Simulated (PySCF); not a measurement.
Se(OH)(GeH3) (GeH₄OSe), SMILES O[Se][GeH3]. Geometry optimised at PBE-D3(BJ)/def2-SVP. The structure was generated by enumeration, and PubChem lists no compound with its InChIKey, so it may never have been made. One conformer was computed; it need not be the lowest.

Method: PySCF with PBE-D3(BJ)/def2-SVP.

Harmonic wavenumbers (cm⁻¹): 114, 128, 272, 351, 494, 516, 602, 778, 827, 851, 1068, 2063, 2081, 2092, 3667. Rotational constants (GHz): 9.427, 1.928, 1.643; symmetry number 1.

Task: Work out the zero-point energy and the ideal-gas rigid-rotor harmonic-oscillator thermochemistry at 298.15 K and 1 atm.

Result: ZPE = ½ Σ hcν = ½ × 15904 cm⁻¹ = 95.12 kJ/mol. H − E(el) = 113.07 kJ/mol. Entropy in J/(mol K): translation 172.92, rotation 112.04, vibration 47.33, total 332.29. G − E(el) = 13.99 kJ/mol. Cp = 87.09 J/(mol K). Modes under 150 cm⁻¹ make the vibrational entropy uncertain.
